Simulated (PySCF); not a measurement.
Run record: geometry optimisation, `CC[C@@H](C)/P=C/C(C)C`.

Computed with B3LYP/6-31+G* geometry optimisation, gas phase (PySCF 2.14.0). Start geometry: GFN2-xTB. A driver script takes a list of jobs; this job's settings line and coordinates (Å) are shown.

Input:
```
{"job": {"xc": "B3LYP", "basis": "6-31+G*", "grid": 1, "kind": "geom"}, "charge": 0, "multiplicity": 1}
C     -3.128014     1.387108    -0.614377
C     -3.012323    -0.119411    -0.429871
C     -1.675580    -0.519489     0.195456
C     -1.638855    -2.017457     0.492671
P     -0.249794    -0.073842    -0.960059
C      0.993750     0.088843     0.143682
C      2.402468     0.394556    -0.254677
C      3.296204    -0.814401     0.037174
C      2.909173     1.624335     0.500925
H     -3.059123     1.896433     0.344831
H     -2.322358     1.749283    -1.252637
H     -4.077604     1.646541    -1.076541
H     -3.824376    -0.471953     0.212490
H     -3.119346    -0.613934    -1.398679
H     -1.540270     0.036089     1.130927
H     -0.688026    -2.298775     0.942400
H     -1.766585    -2.590254    -0.424824
H     -2.440070    -2.288201     1.179621
H      0.830110    -0.038972     1.208462
H      2.433949     0.599774    -1.330775
H      4.323257    -0.606222    -0.254999
H      2.947130    -1.683869    -0.515895
H      3.279391    -1.051152     1.099538
H      2.890440     1.444600     1.574473
H      3.931359     1.854903     0.209267
H      2.284047     2.488080     0.284535
```

Output:
```
step   0  E = -656.42637265  max force = 0.007916
step   1  E = -656.42935799  max force = 0.003195
step   2  E = -656.42948072  max force = 0.001213
step   3  E = -656.42964050  max force = 0.001749
step   4  E = -656.42985174  max force = 0.001774
step   5  E = -656.43004552  max force = 0.001705
step   6  E = -656.43008811  max force = 0.000723
step   7  E = -656.43010182  max force = 0.000268
optimisation converged
```

Energies in Eh; «max force» is the largest Cartesian gradient component in Eh/bohr.

**Question.** Give the first gradient maximum in eV/Å.

**Answer.** With 1 Eh/bohr = 51.422 eV/Å, 0.407 eV/Å.

**Question.** How much energy does the optimisation release, in kcal/mol?

**Answer.** E(step 0) − E(last step) = 0.003729 Eh, which is 2.3 kcal/mol.

Summary of the converged run: final energy -656.43010 Eh after 7 steps; dipole 1.24 D.

Hardware: 4 threads, Intel Xeon Platinum 8488C (x86_64), shared host. Cost: 75 s wall, 6.1 min CPU, 1.2 GiB resident at most.
Labels such as C1 count atoms from 1, the log's own numbers from 0.
